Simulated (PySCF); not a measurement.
C$_{3}$H$_{9}$ClGe, charge +1, doublet, at a GFN2-xTB geometry (a state made from the parent by changing its charge; the spin is typed, not shown lowest), with bond 7-1 at 1.3 times its length. Base run: R2SCAN/STO-3G (PySCF).

Input for PySCF:
```python
from pyscf import gto, scf, dft

mol = gto.M(
    atom='''
C    -0.79832836    1.63350543   -1.14258380
Ge   -0.07027058    0.02770126   -0.23231321
C     1.63686824   -0.80349619   -1.04529117
C    -1.24063450   -1.67354742   -0.27864399
Cl    0.35549585    0.40607379    1.79514818
H    -1.01299556    1.42270273   -2.18754246
H    -1.98936042    2.04872650   -0.49864314
H    -0.07725723    2.44795046   -1.08345391
H     1.96700529   -1.62399928   -0.41633254
H     1.40104496   -1.13936210   -2.04979491
H     2.36268877    0.00504959   -1.05426793
H    -1.35645007   -1.97312739   -1.31512114
H    -2.18838683   -1.37102865    0.15826585
H    -0.76334571   -2.44955723    0.31110930
''',
    basis='sto-3g',
    charge=1,
    spin=1,
    verbose=4,
)

mf = dft.UKS(mol)
mf.xc = 'r2scan'
mf.kernel()
mf.analyze()
```

Variants of this job, named by their change:

| change | ΔE vs base (mEh) | SCF cycles | <S^2> | outcome |
|---|---|---|---|---|
| base | 0.000 | 13 | 0.753 | converged |
| DIIS = ADIIS | 0.000 | 23 | 0.753 | converged |
| conv_tol_grad = 1e-7 | 0.000 | 18 | 0.753 | converged |
| DIIS = EDIIS | - | 50 | - | not converged |
| init_guess = vsap | 0.000 | 16 | 0.753 | converged |
| conv_tol = 1e-11 | 0.000 | 15 | 0.753 | converged |
| conv_tol = 1e-6 | 0.001 | 10 | 0.753 | converged |
| diis_space = 4 | 0.000 | 19 | 0.753 | converged |
| init_guess = huckel | 0.000 | 15 | 0.753 | converged |
| solver = newton; init_guess = 1e | 0.000 | - | 0.753 | converged |
| diis = off; damp = 0.6 (with mf.diis_start_cycle = 200; with mf.max_cycle = 150) | - | 106 | - | not converged |
| conv_tol = 1e-7 | 0.000 | 12 | 0.753 | converged |
| conv_tol = 1e-4 | 0.043 | 8 | 0.753 | converged |

Open shells are given as the SCF converged; they aren't shown to be the lowest states, and a large step between rows can be another state.
